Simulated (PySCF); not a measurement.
GeF2ClBr, SMILES [F][Ge]([F])([Cl])[Br]. Atoms are numbered in the order given.

```xyz
5

F      1.2936     0.8038    -1.3716
Ge     0.3101     0.4667     0.0000
F      1.2936     0.8038     1.3716
Cl    -1.3453     1.7950     0.0000
Br    -0.2954    -1.7119     0.0000
```

Coordinates come from a TPSSh-D3(BJ)/def2-SVP optimisation.

Two levels are set side by side: PBE/pcSseg-1 (PySCF) and PBE0/pcSseg-1 (PySCF). GIAO shifts against CFCl3 (¹⁹F), GeH4 (⁷³Ge), HCl (³⁵Cl) at the same level; non-relativistic, no solvent, atoms listed together averaged. Without spin–orbit terms, shifts of atoms bonded to Cl or Br come out too high at both levels. Differences are taken from unrounded values.

```json
[
 {"quantity": "δ(¹⁹F) of F1, F3 (ppm)", "PBE0": "-94.9", "PBE": "-88.4", "PBE minus PBE0": "6.5"},
 {"quantity": "δ(⁷³Ge) of Ge2 (ppm)", "PBE0": "375.8", "PBE": "398.7", "PBE minus PBE0": "22.9"},
 {"quantity": "δ(³⁵Cl) of Cl4 (ppm)", "PBE0": "163.6", "PBE": "212.7", "PBE minus PBE0": "49.1"}
]
```

Rough cost on one machine, each run with all the roots and properties that it gave: PBE0 against PBE within a factor of 2.
